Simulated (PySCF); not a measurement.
**How methods differ on the excitation energy of Re**

Re [Xe] 4f14 5d5 6s2 (6S) → Re [Xe] 4f14 5d7 (4F), as a difference of total energies. All numbers are calculated (PySCF 2.14, scalar relativity through the core potential, in aug-cc-pwCVDZ-PP with ECP60MDF (6s6p5d3f, 70 functions)). Correlated levels: valence: 5s2 5p6 frozen. The calculations carry no spin-orbit coupling.

| method | excitation energy (eV) |
| --- | --- |
| UHF | 5.930 |
| MP2 (valence) | 5.156 |
| SCS-MP2 (valence) | 4.704 |
| CCSD (valence) | 5.065 |
| CCSD(T) (valence) | 4.460 |

Question: How much does correlation contribute at CCSD(T) (valence)?

Answer: 4.460 − (5.930) = -1.470 eV, measured against UHF.

The coupled-cluster amplitudes are large for the upper state (T1 above 0.03 or a double amplitude above 0.15), so a single reference is strained.
